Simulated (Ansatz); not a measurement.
GeMe2 (C₂H₆Ge). Charge 0, multiplicity 1. Geometry B3LYP-D4/def2-TZVP, basis def2-TZVP, Ansatz.

```
atom    x (Å)    y (Å)    z (Å)
  C1  -1.2482   0.0577  -0.8085
  C2   1.2559  -0.1212   0.7892
 Ge3   0.1441  -1.3299  -0.3749
  H4  -0.7721   0.8947  -1.3303
  H5  -1.6758   0.4594   0.1156
  H6  -2.0511  -0.3351  -1.4316
  H7   0.6553   0.1987   1.6476
  H8   1.5321   0.7831   0.2381
  H9   2.1598  -0.6074   1.1548
```

```
run  HOMO (eV)  LUMO (eV)
  A      -5.05      -3.05
  B      -6.21      -2.15
  C      -4.94      -2.98
  D      -5.27      -2.93
  E      -6.06      -2.20
  F      -8.57       0.03
```

LC-ωPBE has ω = 0.4 bohr⁻¹.

Task: The runs used BLYP, LC-ωPBE, PBE, PBE0, r2SCAN, r2SCAN0. Estimate which is which.

Result: A PBE (0 % exact exchange); B r2SCAN0 (25 % exact exchange); C BLYP (0 % exact exchange); D r2SCAN (0 % exact exchange); E PBE0 (25 % exact exchange); F LC-ωPBE (range-separated). Exact exchange lowers occupied and raises empty levels; among semilocal functionals meta-GGAs tend to open the gap a little, and such runs are hard to tell apart. The gap grows from 1.96 eV (BLYP) to 8.61 eV (LC-ωPBE).
